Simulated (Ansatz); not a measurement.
`[CH3][GeH]([F])[Cl]` → `[CH3][Ge][Cl]` + H–F  (germylene formation by 1,1-elimination)

Calculated with Ansatz (gas phase, PBE0-D4/def2-TZVP geometries, no zero-point term in ΔE). CBS: MP2 limit from def2 TZ/QZ plus the TZ coupled-cluster correction, frozen cores. This one scheme is used for every species. Functionals use def2-TZVPP. For Ge outer-core shells are correlated without core-valence functions, which leaves a few kJ/mol of doubt a bond. Scalar relativity is left out up to krypton.

`[CH3][GeH]([F])[Cl]`:

Cartesian coordinates in Å:
```
C -0.776 0.578 -0.476
Ge 0.502 -0.508 0.473
F 1.396 0.537 1.530
Cl 1.940 -1.309 -0.900
H -1.329 -0.035 -1.188
H -1.471 1.030 0.232
H -0.244 1.363 -1.014
H -0.017 -1.657 1.343
```

`[CH3][Ge][Cl]`:

Cartesian coordinates in Å:
```
C -0.138 0.594 -0.174
Ge 1.335 -0.607 0.397
Cl 0.094 -2.410 0.616
H 0.223 1.606 -0.367
H -0.906 0.623 0.605
H -0.608 0.194 -1.077
```

H–F:

Z-matrix (Å, degrees):
```
F
H 1 0.920
```

CCSD(T)/CBS gives +170.4 kJ/mol.

Another level gave +180.4 kJ/mol. Which?
A. RPA@PBE/def2-TZVPP
B. LC-ωPBE/def2-TZVPP
C. ωB97X-V/def2-TZVPP
D. BHLYP-D4/def2-TZVPP

D. BHLYP-D4 180.4, LC-ωPBE 199.4, RPA@PBE/def2-TZVPP 174.4, ωB97X-V 192.7 kJ/mol.

Largest T1 diagnostic among the species: 0.012.

The D4 term adds +5.0 kJ/mol with B3LYP and +2.8 kJ/mol with PBE0; it sums over pairs of atoms, weighted by their polarisabilities, and B3LYP, whose exchange is more repulsive, gets the larger term. From BLYP to BHLYP (50 % exact exchange), in def2-TZVPP and without D4, ΔE moves by +37.7 kJ/mol. At CCSD(T), def2-SVP lies +20.8 kJ/mol from the extrapolated value and def2-TZVPP +14.2 kJ/mol.

B3LYP here is the variant with VWN-RPA as its local correlation; programs differ in this.
